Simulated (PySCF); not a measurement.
# MHg for M along group 15

PBE0 with double-zeta basis sets in PySCF, for the lowest determinant that a PBE0 search found; no spin–orbit coupling. De refers to high-spin ground-configuration atoms. A positive dipole means M(−)Hg(+).

```json
{"M": "P", "basis": "def2-SVPD", "state (unpaired electrons)": "quartet (σ ↑, π ↑↑)", "Re (Å)": "2.983", "ωe (cm⁻¹)": "69.9", "De (eV)": "0.10", "μ (D)": "0.23"}
{"M": "Sb", "basis": "def2-SVP", "state (unpaired electrons)": "quartet (σ ↑, π ↑↑)", "Re (Å)": "3.487", "ωe (cm⁻¹)": "28.1", "De (eV)": "0.05", "μ (D)": "0.00"}
{"M": "Bi", "basis": "def2-SVP", "state (unpaired electrons)": "quartet (σ ↑, π ↑↑)", "Re (Å)": "3.566", "ωe (cm⁻¹)": "25.4", "De (eV)": "0.05", "μ (D)": "-0.11"}
```

The shortest bond is that of HgP (2.983 Å), the longest that of HgBi (3.566 Å).

The rows differ in basis set, which adds steps of its own.

Down a group the atoms grow and get heavier, so bonds lengthen and wavenumbers fall; this series shows no clear exception.

Weak bonds: HgBi, HgP, HgSb. Basis-set superposition, not corrected here, can be much of De in a small basis, most of all at correlated wavefunction levels. Functionals without a dispersion term scatter widely for such bonds, and LDA overbinds them. These are scalar-relativistic numbers at best; spin–orbit coupling would shift them, the dissociation energy most. States were picked by a PBE0 search and need not be the measured ground states.
